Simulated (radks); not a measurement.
Results of a calculation; reference values are marked as such.
Valence configurations of Ir I (all share [Xe]). Level of theory: scalar-relativistic Kohn-Sham, BLYP, spin-polarised, spherical densities, finite nucleus; open shells are filled with parallel spins first (spin-orbit coupling, left out, can overturn this in heavy ions); Fermi nuclear charge, rms radius 5.4032 fm (a radial shooting solver on a logarithmic mesh with Libxc functionals). Energies are relative to 4f14 5d7 6s2; eigenvalues in eV for spin up.

| valence | E (eV) | moment (Bohr magnetons) | e(4f) | e(5d) | e(6p) | e(6s) |
|---|---|---|---|---|---|---|
| 4f14 5d7 6s2 | 0.000 | 3 | -62.026 | -7.715 | - | -6.589 |
| 4f14 5d6.5 6s2 6p0.5 | 2.591 | 4 | -64.366 | -9.653 | -1.976 | -7.732 |
| 4f13 5d8 6s2 | 60.089 | 3 | -73.153 | -8.599 | - | -6.542 |
| 4f13 5d8.5 6s1.5 | 59.530 | 3 | -71.677 | -7.521 | - | -6.183 |
| 4f14 5d6 6s2 6p1 | 5.625 | 5 | -66.688 | -11.524 | -2.561 | -8.772 |
| 4f14 5d7 6s1 6p1 | 4.339 | 5 | -63.692 | -9.399 | -2.309 | -8.050 |
| 4f13 5d7 6s2 6p1 | 67.211 | 5 | -78.110 | -12.689 | -2.555 | -8.852 |
| 4f14 5d7 6s1.5 6p0.5 | 2.213 | 4 | -62.921 | -8.622 | -1.858 | -7.381 |
| 4f13.5 5d7 6s2 6p0.5 | 31.899 | 4 | -69.963 | -10.177 | -1.961 | -7.749 |
| 4f14 5d6.5 6s1.5 6p1 | 4.885 | 5 | -65.159 | -10.442 | -2.434 | -8.408 |

NIST lists [Xe] 4f14 5d7 6s2 as the ground configuration; this level of theory agrees among the configurations tried. The energies are those of spherical high-spin densities, not of single terms.
